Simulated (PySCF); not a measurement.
Structure problem from calculated spectra and properties.

Formula: C7H9FO.

* Dipole: 2.95 D [PBE0/def2-SVPD]
* Rotational structure: rotational constants A, B, C: 2.117, 1.130, 0.887 GHz [GFN2-xTB]
* 13C NMR: chemical shifts (computed TMS as zero) by class: 152.5 (1 C), 116.9 (1 C), 84.6 (1 C), 84.6 (1 C), 84.4 (1 C), 78.8 (1 C), 61.2 (1 C) ppm [GIAO PBE0/pcSseg-1]
* UV, strongest line: among the 6 lowest singlet transitions: S5 at 6.96 eV (178 nm, f = 0.031) [TDDFT PBE0/def2-SVPD]
* Triplet: lowest triplet excitation (Tamm–Dancoff): 4.40 eV [TDA PBE0/def2-SVPD]
* Polarisability: 87.6 au [PBE0/def2-SVPD]

Electronic properties: PySCF, gas phase, density fitting. Levels stand in brackets. NMR shifts are as computed; neighbouring signals can stand in another order in a measured spectrum. Isolated species at its GFN2-xTB geometry (one conformer only). NMR values are class means; diastereotopic atoms form classes of their own.

Problem. What is the compound? Reason from the data.

Solution. Numbering: `[CH:1]#[C:2][C@H:3]([F:4])[C:5](=[CH2:6])[CH2:7][O:8][CH3:9]`. Its formula, C7H9FO, gives 3 degrees of unsaturation: 0 rings and 3 π bonds in the structure found. 7 carbons fall into 7 classes; from least to most shielded: fully substituted alkene carbon [C5] (152.5 ppm), terminal =CH2 carbon [C6] (116.9 ppm), alkyne carbon [C2] (84.6 ppm), sp3 C–F carbon [C3] (84.6 ppm), terminal alkyne carbon [C1] (84.4 ppm), sp3 carbon bound to oxygen [C7] (78.8 ppm), methoxy carbon [C9] (61.2 ppm). The optimised geometry has point group C1 and is an asymmetric top. Structure: `C#C[C@H](F)C(=C)COC`. Computed isomers that give other values at the same levels: `O=C1CC[C@@H]1[C@@H]1C[C@@H]1F` (13C chemical shifts (computed TMS as zero) by class: 218.0 (1 C), 72.9 (1 C), 60.1 (1 C), 45.9 (1 C), 22.5 (1 C), 19.4 (1 C), 13.0 (1 C) ppm); `C=C1C[C@](F)(OC)C1=C` (13C chemical shifts (computed TMS as zero) by class: 157.5 (1 C), 147.8 (1 C), 117.1 (1 C), 115.8 (1 C), 114.0 (1 C), 52.2 (1 C), 44.2 (1 C) ppm); `O=C1C[C@@H]2C[C@@H](F)[C@H]1C2` (13C chemical shifts (computed TMS as zero) by class: 217.9 (1 C), 94.8 (1 C), 62.3 (1 C), 47.2 (1 C), 42.9 (1 C), 37.5 (1 C), 36.3 (1 C) ppm). The assignments are read from this structure; whether some other isomer fits the data as well wasn't checked. The mirror image fits equally.

The values belong to the conformer `[CH:1]#[C:2][C@H:3]([F:4])[C:5](=[CH2:6])[CH2:7][O:8][CH3:9]`: C2–C3–C5–C6 114°, C3–C5–C7–O8 -50°, C5–C7–O8–C9 179°.
